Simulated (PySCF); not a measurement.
Molfile (atoms numbered from 1):
```
C4H12ClNSi3
     RDKit          3D

 21 20  0  0  0  0  0  0  0  0999 V2000
   -1.3817   -1.3597    1.6242 C   0  0  0  0  0  0  0  0  0  0  0  0
   -1.6577   -0.9120    0.4072 C   0  0  0  0  0  0  0  0  0  0  0  0
   -0.8757    0.0911   -0.2988 C   0  0  0  0  0  0  0  0  0  0  0  0
   -0.2365   -0.3673   -2.0314 Si  0  0  0  0  0  4  0  0  0  0  0  0
    2.0260   -0.8057   -1.9331 Si  0  0  0  0  0  4  0  0  0  0  0  0
    2.4963   -0.6329   -0.2822 N   0  0  0  0  0  0  0  0  0  0  0  0
   -0.5473    1.2450    0.2850 C   0  0  0  0  0  0  0  0  0  0  0  0
   -1.0426    1.9799    1.9547 Si  0  0  0  0  0  4  0  0  0  0  0  0
    0.4852    2.3349   -0.6171 Cl  0  0  0  0  0  0  0  0  0  0  0  0
   -1.9651   -2.1344    2.0920 H   0  0  0  0  0  0  0  0  0  0  0  0
   -0.5422   -0.9818    2.1832 H   0  0  0  0  0  0  0  0  0  0  0  0
   -2.4690   -1.3470   -0.1631 H   0  0  0  0  0  0  0  0  0  0  0  0
   -0.6286    0.7236   -2.9358 H   0  0  0  0  0  0  0  0  0  0  0  0
   -1.0468   -1.5236   -2.4490 H   0  0  0  0  0  0  0  0  0  0  0  0
    2.7828    0.0400   -2.8780 H   0  0  0  0  0  0  0  0  0  0  0  0
    2.3915   -2.1912   -2.2478 H   0  0  0  0  0  0  0  0  0  0  0  0
    3.4396   -0.8666   -0.0161 H   0  0  0  0  0  0  0  0  0  0  0  0
    2.2032    0.1909    0.2186 H   0  0  0  0  0  0  0  0  0  0  0  0
    0.0867    1.8076    2.8746 H   0  0  0  0  0  0  0  0  0  0  0  0
   -1.2877    3.4073    1.7454 H   0  0  0  0  0  0  0  0  0  0  0  0
   -2.2393    1.3189    2.4671 H   0  0  0  0  0  0  0  0  0  0  0  0
  1  2  2  0
  2  3  1  0
  3  4  1  0
  4  5  1  0
  5  6  1  0
  3  7  2  0
  7  8  1  0
  7  9  1  0
  1 10  1  0
  1 11  1  0
  2 12  1  0
  4 13  1  0
  4 14  1  0
  5 15  1  0
  5 16  1  0
  6 17  1  0
  6 18  1  0
  8 19  1  0
  8 20  1  0
  8 21  1  0
M  END
```

PySCF 2.14 calculation with geometry: GFN2-xTB and GIAO PBE0/pcSseg-1 shieldings; rapidly exchanging positions averaged, single conformer, non-relativistic, no solvent model.

Predict the 2D correlation tables (HSQC, COSY, HMBC).

Results:



HSQC (one-bond C–H):
```tsv
δH	δC
6.80 (H12)	148.4 (C2)
5.46 (H10)	125.7 (C1)
5.19 (H11)	125.7 (C1)
```

COSY cross peaks (H two or three bonds apart, from the bond graph; peaks can be absent where the dihedral angle is near 90°):
```tsv
δH	δH
6.80 (H12)	5.46 (H10)
6.80 (H12)	5.19 (H11)
5.46 (H10)	5.19 (H11)
5.01 (H15/H16)	4.29 (H13/H14)
```

HMBC (two and three bonds, from the bond graph):
```tsv
δH	δC
6.80 (H12)	165.5 (C3), 148.6 (C7), 125.7 (C1)
5.46 (H10)	165.5 (C3), 148.4 (C2)
5.19 (H11)	165.5 (C3), 148.4 (C2)
5.01 (H15/H16)	165.5 (C3)
4.45 (H19/H20/H21)	165.5 (C3), 148.6 (C7)
4.29 (H13/H14)	165.5 (C3), 148.6 (C7), 148.4 (C2)
```

References, each an isolated molecule treated in the same way: TMS for 1H, 13C.

Short H···H contacts in this conformer between protons four or more bonds apart (candidates for NOE cross peaks, intensity ∝ r⁻⁶): H12···H14 2.70 Å.

The OH or NH signal is concentration- and solvent-dependent in practice; the value given is the gas-phase one. Carbons that carry Cl, above all several Cl atoms, come out too deshielded, partly because spin–orbit coupling is missing. Shifts are as computed. Against solution values, carbons near 30 ppm lie about +3 ppm off and those near 130 ppm about +5 ppm; carbons on Cl a further +6 ppm. Of 1309 compounds with measured shifts, 239 miss one by over three times the rms of a fit or turn the order of signals round; such compounds aren't used in these exercises.
